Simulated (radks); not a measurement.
Numerical settings for neutral scandium, [Ar] 3d1 4s2. Calculated with a radial shooting solver on a logarithmic mesh with Libxc functionals: Dirac Kohn-Sham, PBEsol, spin-unpolarised, spherical densities, finite nucleus; open shells fill j = l - 1/2 first; Fermi nuclear charge, rms radius 3.5459 fm. The defaults (mesh step 0.008 in ln r, mesh end at 40 bohr or more with all orbitals vanishing there, Anderson mixing 0.5 over 9 steps, residual threshold near 1e-9 with the energy settled to 1e-9 hartree or 1e-11 of itself, here a cap of 82 iterations) give E = -763.1510 hartree and 3d3/2 at -3.259 eV in 14 iterations. Run on one thread of a shared host, so times are rough (Arm Neoverse N1): 0.12 s of CPU time, 0.12 s wall, 14 iterations on 2381 mesh points. Changes against that run (0 stands for a change within the tolerance of the run):

| setting | iterations | converged | E (mhartree) | e(3d3/2) (meV) | CPU (s) |
|---|---|---|---|---|---|
| mesh step in ln r 0.2 | 82 | no | -3.85e+06 | - | 0.24 |
| mesh step in ln r 0.012 | 14 | yes | 0 | 0 | 0.09 |
| mesh step in ln r 0.12 | 4 | no | diverged | - | 0.01 |
| mesh end (bohr) 5 | 13 | level above zero | +214 | +3.72e+03 | 0.08 |
| mesh end (bohr) 3 | 13 | level above zero | +2.23e+03 | +1.69e+04 | 0.07 |
| residual threshold 1e-16 | 82 | no | 0 | 0 | 0.35 |
| residual threshold 0.001 | 7 | yes | +0.000221 | +7.5 | 0.08 |
| mixing 2.5 | 17 | yes | 0 | 0 | 0.15 |
| linear mixing, mixing 0.05 | 82 | no | +0.00781 | -40 | 0.47 |
| linear mixing, mixing 0.2 | 82 | no | 0 | 0 | 0.41 |
| mixing history 3 | 15 | yes | 0 | 0 | 0.12 |
| iteration cap 8 | 8 | no | 0 | -0.104 | 0.06 |

Settled on a wrong energy, with an occupied level pushed above zero by the early mesh end: mesh end (bohr) 5 (+0.214 hartree); mesh end (bohr) 3 (+2.23 hartree). Apart from these: no run marked as converged misses the energy by more than 1 mhartree. A mesh that ends early acts as a hard wall.
